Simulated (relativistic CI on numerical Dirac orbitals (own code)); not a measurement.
# Sensitivity of the levels of Sn XIII to α and to the nuclear radius

Calculated at this level of theory: Dirac-Coulomb-Breit CI, KLI orbitals optimised for each configuration, derivatives by finite differences, unscaled Slater integrals, QED left out (own radial code, finite nucleus).

CI space (outside the closed core [Ar] 3d10 4s2): 4p6.4d2, 4p5.4d3, 4p6.4d.4f, 4p6.4f2, 4p6.4d.5s, 4p6.4d.5p, 4p6.5s2. Double excitations out of closed p, d and f shells are left out; levels of such configurations are missing from the list, as are those of other unlisted configurations, and high levels can miss mixing partners.

With x = (α/α₀)² − 1 an excitation energy changes as ω = ω₀ + qx; K = 2q/ω₀ is the relative enhancement. Terms are leading LS components, so labels can repeat. The field-shift factor is F = δν/δ⟨r²⟩ for the transition from the lowest level.

Lowest level 4p6.4d2 3F_2.

| Level | ω₀ (cm⁻¹) | q (cm⁻¹) | F (GHz/fm²) |
| --- | --- | --- | --- |
| 4p6.4d2 3F_3 | 9473 | 10620 | 0.11 |
| 4p6.4d2 3F_4 | 18338 | 18120 | 0.195 |
| 4p6.4d2 3P_0 | 25043 | 3555 | 0.102 |
| 4p6.4d2 1D_2 | 26700 | 9386 | 0.157 |
| 4p6.4d2 3P_1 | 30070 | 10620 | 0.172 |
| 4p6.4d2 3P_2 | 40825 | 22330 | 0.299 |
| 4p6.4d2 1G_4 | 42942 | 15190 | 0.241 |
| 4p6.4d2 1S_0 | 83929 | 17500 | 0.402 |
| 4p5.4d3 5D°_2 | 516428 | 17840 | 1.66 |
| 4p5.4d3 5D°_1 | 517659 | 18760 | 1.59 |
| 4p5.4d3 5D°_3 | 518071 | 21390 | 1.76 |
| 4p5.4d3 5D°_0 | 520028 | 21820 | 1.56 |
| 4p5.4d3 5S°_2 | 520503 | 30150 | 1.59 |

At this charge energies of transitions that change n are usually good to better than 1 %, and those within a shell (Δn = 0) to a few per cent. Terms inside the open d or f shell come out 10 to 20 % too wide with unscaled integrals.

Which transition from the lowest level has the largest |K|?

4p6.4d2 3F_3 at 9473 cm⁻¹, K = 2.24.
